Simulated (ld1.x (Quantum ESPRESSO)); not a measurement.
# What one change does to a pseudopotential (silver (Ag), TM)

| Item | Value |
| --- | --- |
| Element | Ag (Z = 47) |
| Generator | ld1.x (Quantum ESPRESSO) 7.5 |
| Type | norm-conserving Troullier–Martins (Kleinman–Bylander form) |
| Functional | LDA (PZ) |
| Relativity | fully relativistic |
| Frozen core | [Kr] |
| Valence charge | 11 |
| Reference configuration | 4d10 5s1 5p0 |
| Partial waves | 5p (bound, empty): rc 3.30 bohr; 4d (bound): rc 1.75 bohr; 4f channel at 0.15 Ry: rc 2.55 bohr; 5s (bound): rc 1.85 bohr |
| Local potential | the s channel |
| Core correction | none |

Open shells are filled in proportion to 2j + 1 (rel_dist='average').

All-electron outer shells of the reference configuration (LDA (PZ), scalar-relativistic, ld1.x):

| shell | level (eV) | outermost node (bohr) | outermost maximum (bohr) |
| --- | --- | --- | --- |
| 4s | -95.08 | 0.44 | 0.82 |
| 4p | -58.67 | 0.44 | 0.87 |
| 4d | -7.66 | 0.43 | 1.04 |
| 5s | -4.72 | 1.11 | 2.49 |
| 5p | -0.85 | 1.25 | 3.67 |

Change: wave 5s (bound): rc 1.85 bohr becomes 5s (bound): rc 1.32 bohr.

Cutoffs: the cutoffs (Ry, on a coarse ladder) from which the occupation-weighted sum of valence levels, in a spherical-Bessel basis at the reference potential, stays within 10 and 1 mRy of its value at 400 Ry; they do not see the model core or the augmentation charge, which bear on the density cutoff. Errors are all-electron minus pseudo energies relative to the spin-unpolarised reference configuration.

**Question.** What does the change do?

**Answer.** A bound ghost appears in p, s, which as a rule spoils a file; the miss of the reference levels goes from 0.00 to 0.16 eV; of the 7 tests that both files solve, the error grows in 4 and shrinks in 2 by more than 15 % and 0.3 meV (median size 77.2 → 283.4 meV); the range in which the p3/2 phases agree widens (upper end 2.0 → at the end of the scan).

| quantity | base | changed |
| --- | --- | --- |
| cutoffs, loose and tight | 70 Ry, 100 Ry | not determined |
| bound ghosts | none | p3/2, p1/2, s (extra level of the local part) |
| largest miss of a reference level, eV | 0.00 | 0.16 |
| error for 4d10 5s0 5p0, meV [ΔE 8.10 eV] | -0.2 | +17 |
| error for 4d9 5s0 5p0, meV [ΔE 30.49 eV] | -77 | -56 |
| error for 4d8 5s0 5p0, meV [ΔE 66.92 eV] | -480 | -393 |
| error for 4d10 5s0 5p1, meV [ΔE 4.02 eV] | +2.3 | +13 |
| error for 4d9 5s1 5p1, meV [ΔE 8.57 eV] | -104 | -283 |
| error for 4d7 5s0 5p0, meV [ΔE 118.84 eV] | -1315 | -1119 |
| error for 4d9 5s1 5p0, meV [ΔE 13.38 eV] | -77 | -310 |
| s: phases at 3.60 bohr within 0.05 rad from the reference energy up to (Ry; the scan ends near 5) | 1.2 | 1.0 |
| p1/2: phases at 3.60 bohr within 0.05 rad from the reference energy up to (Ry; the scan ends near 5) | 2.1 | 2.3 |
| p3/2: phases at 3.60 bohr within 0.05 rad from the reference energy up to (Ry; the scan ends near 5) | 2.0 | to the end of the scan |
| d3/2: phases at 3.60 bohr within 0.05 rad from the reference energy up to (Ry; the scan ends near 5) | 0.5 | n/a |
| d5/2: phases at 3.60 bohr within 0.05 rad from the reference energy up to (Ry; the scan ends near 5) | 0.6 | n/a |
| f5/2: phases at 3.60 bohr within 0.05 rad from the reference energy up to (Ry; the scan ends near 5) | 2.9 | 2.9 |
| f7/2: phases at 3.60 bohr within 0.05 rad from the reference energy up to (Ry; the scan ends near 5) | 2.9 | 2.9 |

Changed file: These tests converged, but a pseudo level misses the all-electron one widely, so the file describes the atom poorly there or has found another state: 4d8 5s0 5p0: empty 5s by 6.4 eV (a node warning on the way). A true bound ghost makes a file unfit for plane-wave use even where its test errors are small: the radial tests pick states by their node count and pass the ghost by.
